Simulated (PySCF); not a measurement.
## Relaxation of singlet PbI₂

All numbers come from PBE0/[Pb def2-TZVP with ECP60, I def2-TZVP with ECP28], scalar-relativistic core potentials, density fitting, no spin–orbit coupling, PySCF. A (50,194) grid was used.

A start displaced from a saddle point along its imaginary mode, of C2v symmetry, held to at least that symmetry:

```xyz
3
charge 0 multiplicity 1, angstrom
Pb   -0.0283   -0.2484    0.0000
I     0.0232    0.2035    2.9304
I     0.0232    0.2035   -2.9304
```

Optimiser trace:
```json
{"step": "0", "E − E(last) (kJ/mol)": "83.69", "largest gradient (Eh/bohr)": "0.00779"}
{"step": "1", "E − E(last) (kJ/mol)": "67.95", "largest gradient (Eh/bohr)": "0.00917"}
{"step": "2", "E − E(last) (kJ/mol)": "52.63", "largest gradient (Eh/bohr)": "0.01262"}
{"step": "3", "E − E(last) (kJ/mol)": "28.61", "largest gradient (Eh/bohr)": "0.01564"}
{"step": "4", "E − E(last) (kJ/mol)": "10.72", "largest gradient (Eh/bohr)": "0.01040"}
{"step": "5", "E − E(last) (kJ/mol)": "1.89", "largest gradient (Eh/bohr)": "0.00720"}
{"step": "6", "E − E(last) (kJ/mol)": "1.29", "largest gradient (Eh/bohr)": "0.00742"}
{"step": "7", "E − E(last) (kJ/mol)": "0.00", "largest gradient (Eh/bohr)": "0.00025"}
{"step": "8", "E − E(last) (kJ/mol)": "0.00", "largest gradient (Eh/bohr)": "0.00001"}
```

It ends at C2v with Pb–I 2.808 Å (×2); I–Pb–I 101.6° (after a last refinement on a finer grid). The frequency run here used a shortcut that can spoil soft modes, so no verdict on minimum or saddle point is given. Other isomers or separated fragments may lie lower.

Spin–orbit coupling, left out here, can matter for elements this heavy.

The relaxation took roughly 2.8 core-minutes on a shared host.
